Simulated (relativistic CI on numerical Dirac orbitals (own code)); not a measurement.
## How well does a small relativistic CI reproduce K6+?

Calculated at this level of theory: Dirac-Coulomb-Breit CI, orbitals from a KLI potential per configuration, a model potential for QED, valence Slater integrals scaled by 0.9, configuration energies shifted to the measured levels that pair with them (semi-empirical) (own radial code, finite nucleus).

Configuration list (outside the closed core [Ne]): 3s2 3p, 3s 3p2, 3s2 3d, 3p3, 3s 3p 3d, 3s2 4s, 3p2 3d, 3s 3p 4s, 3s2 4d, 3s 3d2, 3s2 4f, 3p 3d2, 3s2 4p, 3s2 5s, 3s 3p 4p, 3s2 5p, 3s2 5d, 3s 3p 4d, 3s2 5f, 3s2 5g, 3s 3p 4f, 3p2 4s, 3s 3p 5s, 3p2 4p, 3s 3d 4s, 3s 3p 5p, 3s 3p 5d, 3s 3p 5f, 3s 3d 4p, 3s 3p 5g. Levels of other configurations are missing.

| Configuration | Term (tabulated) | J | Measured (cm⁻¹) | Computed | Error | Purity (%) |
| --- | --- | --- | --- | --- | --- | --- |
| 3s2 3p | 2P° | 1/2 | 0.0 | 0 | 0 | 96 |
| 3s2 3p | 2P° | 3/2 | 3134.3 | 3105 | -29 | 96 |
| 3s 3p2 | 4P | 1/2 | 114889.0 | 114912 | 23 | 99 |
| 3s 3p2 | 4P | 3/2 | 116027.0 | 116040 | 13 | 99 |
| 3s 3p2 | 4P | 5/2 | 117764.0 | 117751 | -13 | 99 |
| 3s 3p2 | 2D | 3/2 | 151883.9 | 151924 | 40 | 86 |
| 3s 3p2 | 2D | 5/2 | 152051.7 | 152089 | 37 | 86 |
| 3s 3p2 | 2S | 1/2 | 193084.5 | 191924 | -1160 | 96 |
| 3s 3p2 | 2P | 1/2 | 206502.9 | 205297 | -1206 | 94 |
| 3s 3p2 | 2P | 3/2 | 208432.5 | 207207 | -1225 | 96 |
| 3s2 3d | 2D | 3/2 | 250664.0 | 250681 | 17 | 84 |
| 3s2 3d | 2D | 5/2 | 250787.0 | 250772 | -15 | 84 |
| 3p3 | 2D° | 3/2 | 297788.0 | 298319 | 531 | 66 |
| 3p3 | 2D° | 5/2 | 298098.0 | 298626 | 528 | 66 |
| 3p3 | 4S° | 3/2 | 308021.0 | 308021 | 0 | 98 |
| 3s 3p 3d | 4F° | 5/2 | 334828.0 | 334854 | 26 | 100 |
| 3p3 | 2P° | 1/2 | 335425.0 | 335303 | -122 | 77 |
| 3p3 | 2P° | 3/2 | 335460.0 | 335351 | -109 | 76 |
| 3s 3p 3d | 4F° | 7/2 | 335745.0 | 335753 | 8 | 100 |
| 3s 3p 3d | 4F° | 9/2 | 336960.0 | 336950 | -10 | 100 |
| 3s 3p 3d | 4P° | 5/2 | 362740.0 | 361452 | -1288 | 93 |
| 3s 3p 3d | 4P° | 3/2 | 363567.0 | 362311 | -1256 | 91 |
| 3s 3p 3d | 4P° | 1/2 | 364292.0 | 362995 | -1297 | 94 |
| 3s 3p 3d | 4D° | 1/2 | 365933.0 | 365306 | -627 | 94 |
| 3s 3p 3d | 4D° | 3/2 | 366356.0 | 365682 | -674 | 91 |
| 3s 3p 3d | 4D° | 5/2 | 366662.0 | 366012 | -650 | 93 |
| 3s 3p 3d | 4D° | 7/2 | 366800.0 | 366193 | -607 | 99 |
| 3s 3p 3d | 2D° | 5/2 | 376266.0 | 375925 | -341 | 79 |
| 3s 3p 3d | 2D° | 3/2 | 376289.0 | 375957 | -332 | 80 |
| 3s 3p 3d | 2F° | 5/2 | 394367.0 | 395658 | 1291 | 99 |
| 3s 3p 3d | 2F° | 7/2 | 396853.0 | 398121 | 1268 | 99 |
| 3s 3p 3d | 2P° | 3/2 | 430356.0 | 430348 | -8 | 83 |
| 3s 3p 3d | 2P° | 1/2 | 431284.0 | 431354 | 70 | 84 |
| 3s 3p 3d | 2F° | 7/2 | 431613.0 | 432225 | 612 | 96 |
| 3s 3p 3d | 2F° | 5/2 | 432279.0 | 432896 | 617 | 96 |
| 3s2 4s | 2S | 1/2 | 439322.0 | 439322 | 0 | 96 |
| 3s 3p 3d | 2P° | 1/2 | 446656.0 | 448060 | 1404 | 89 |
| 3s 3p 3d | 2P° | 3/2 | 446745.0 | 448207 | 1462 | 88 |
| 3s 3p 3d | 2D° | 3/2 | 450988.0 | 451234 | 246 | 80 |
| 3s 3p 3d | 2D° | 5/2 | 451426.0 | 451652 | 226 | 82 |
| 3p2 3d | 4F | 5/2 | 509610.0 | 508968 | -642 | 99 |
| 3p2 3d | 4F | 7/2 | 510506.0 | 509864 | -642 | 99 |
| 3p2 3d | 4F | 9/2 | 511643.0 | 510995 | -648 | 99 |
| 3p2 3d | 2P | 3/2 | 517290.0 | 515436 | -1854 | 88 |
| 3p2 3d | 4D | 3/2 | 520819.0 | 518757 | -2062 | 94 |
| 3p2 3d | 4D | 5/2 | 521021.0 | 518954 | -2067 | 99 |
| 3p2 3d | 4D | 7/2 | 521696.0 | 519618 | -2078 | 98 |
| 3p2 3d | 2D | 5/2 | 545671.0 | 545671 | 0 | 80 |
| 3p2 3d | 2D | 3/2 | 546115.0 | 546108 | -7 | 81 |
| 3p2 3d | 4P | 5/2 | 550817.0 | 551578 | 761 | 97 |
| 3p2 3d | 4P | 3/2 | 551458.0 | 552256 | 798 | 99 |
| 3p2 3d | 4P | 1/2 | 551852.0 | 552655 | 803 | 99 |
| 3s 3p 4s | 4P° | 1/2 | 566231.0 | 566236 | 5 | 99 |
| 3s 3p 4s | 4P° | 3/2 | 567308.0 | 567308 | 0 | 99 |
| 3s 3p 4s | 4P° | 5/2 | 569280.0 | 569263 | -17 | 99 |
| 3s2 4d | 2D † | 3/2 | 570738.0 | 570803 | 65 | 85 |
| 3s2 4d | 2D † | 5/2 | 570922.0 | 570856 | -66 | 95 |
| 3p2 3d | 2D | 3/2 | 573086.0 | 575441 | 2355 | 87 |
| 3p2 3d | 2D | 5/2 | 574915.0 | 577653 | 2738 | 92 |
| 3p2 3d | 2F | 5/2 | 581175.0 | 582663 | 1488 | 82 |
| 3p2 3d | 2F | 7/2 | 581812.0 | 583315 | 1503 | 83 |
| 3s 3d2 | 4F | 5/2 | 590498.0 | 590498 | 0 | 99 |
| 3s 3d2 | 4F | 7/2 | 590585.0 | 590562 | -23 | 99 |
| 3s 3d2 | 4F | 9/2 | 590663.0 | 590643 | -20 | 99 |
| 3s2 4f | 2F° | 5/2 | 608532.0 | 608525 | -7 | 98 |
| 3s2 4f | 2F° | 7/2 | 608536.0 | 608543 | 7 | 98 |
| 3p2 3d | 2D | 3/2 | 610595.0 | 617863 | 7268 | 90 |
| 3s 3d2 | 2G | 7/2 | 627835.0 | 631635 | 3800 | 82 |
| 3s 3d2 | 2G | 9/2 | 627849.0 | 631659 | 3810 | 82 |

Measured levels from Sansonetti, J. Phys. Chem. Ref. Data 37, 7 (2008); pairs were made by configuration, J and term (by order where the table uses no LS term), so strongly mixed levels may be paired wrongly.

Mean error by configuration (cm⁻¹): 3s2 3p -29; 3s 3p2 -436; 3s2 3d 1; 3p3 166; 3s 3p 3d 6; 3s2 4s 0; 3p2 3d 454; 3s 3p 4s -4; 3s 3d2 1513; 3s2 4f 0. Over the excited levels the mean absolute error is 830 cm⁻¹ (68 of the 69 excited levels that our extract of the source holds in range could be paired, and the others can miss by more), and the median relative error of those above 1,000 cm⁻¹ is 0.13 %, both after the shifts were fitted to these levels, so that a configuration with one level shows no error. † marks terms whose computed intervals miss the measured ones by more than a factor of 2.5, or configurations far off the rest, from wrong mixing, a near crossing or a doubtful label or measurement; they are left out of the means.

Configurations whose levels could be paired with our table of measured levels were shifted onto them, all but the ground configuration, by the median error of their levels; single terms can still be off by 1,000 to 2,000 cm⁻¹ or more, and rates follow the energies as ν³ (E1, M1) or ν⁵ (E2). The others borrow a shift and can be off by several thousand cm⁻¹ or more. 68 of the 69 excited levels that our extract of the measured tables holds in this range could be paired (the sources list more); they are missed by 808 cm⁻¹ on average and 7268 at most, after the shifts were fitted to these levels, and levels without a partner can miss by more.

Shifts applied (cm⁻¹): 3s2 3p 0; 3s 3p2 -705; 3s2 3d -3694; 3p3 -3056; 3s 3p 3d -3440; 3s2 4s -3544; 3p2 3d -6512; 3s 3p 4s -3094; 3s2 4d -14619; 3s 3d2 -6424; 3s2 4f -19056.
